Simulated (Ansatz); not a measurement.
## Ligand exchange: BH(CH3)Cl + InH2I → BH(CH3)I + InH2Cl

Species: BH(CH3)Cl, singlet; InH2I `[InH2][I]`, singlet; BH(CH3)I, singlet; InH2Cl `[Cl][InH2]`, singlet. The partners trade Cl for I: B–Cl and In–I bonds give way to B–I and In–Cl.

Shapes, held fixed at every level: PBE0-D4/def2-TZVP. Programs: Ansatz 0.2.0. The zero-point and thermal change to 298 K, harmonic and unscaled (PBE0-D4/def2-TZVP), is -1.2 kJ/mol.

```json
{"level": "HF/def2-SVP", "kind": "Hartree–Fock", "ΔH(298 K) (kJ/mol)": "+61.8", "less CCSD(T)/def2-TZVPP": "+16.0"}
{"level": "HF/def2-TZVPP", "kind": "Hartree–Fock", "ΔH(298 K) (kJ/mol)": "+55.2", "less CCSD(T)/def2-TZVPP": "+9.4"}
{"level": "PBE-D4/def2-TZVPP", "kind": "GGA", "ΔH(298 K) (kJ/mol)": "+47.3", "less CCSD(T)/def2-TZVPP": "+1.5"}
{"level": "PBE0-D4/def2-TZVPP", "kind": "global hybrid", "ΔH(298 K) (kJ/mol)": "+50.2", "less CCSD(T)/def2-TZVPP": "+4.4"}
{"level": "MP2/def2-SVP", "kind": "perturbation theory", "ΔH(298 K) (kJ/mol)": "+62.7", "less CCSD(T)/def2-TZVPP": "+16.9"}
{"level": "MP2/def2-TZVPP", "kind": "perturbation theory", "ΔH(298 K) (kJ/mol)": "+47.1", "less CCSD(T)/def2-TZVPP": "+1.3"}
{"level": "CCSD(T)/def2-SVP", "kind": "coupled cluster or CI", "ΔH(298 K) (kJ/mol)": "+61.6", "less CCSD(T)/def2-TZVPP": "+15.8"}
{"level": "CCSD(T)/def2-TZVPP", "kind": "coupled cluster or CI", "ΔH(298 K) (kJ/mol)": "+45.8", "less CCSD(T)/def2-TZVPP": "0.0"}
```

The highest level, CCSD(T)/def2-TZVPP, gives ΔH(298 K) = +45.8 kJ/mol; the levels span +45.8 to +62.7. The column of differences is taken from that level and isn't an error. No measured value is set beside it here. For atoms past krypton def2 sets carry core potentials with scalar relativity. Outer-core shells of I, In are correlated in most correlated rows, in sets that cover them unevenly.
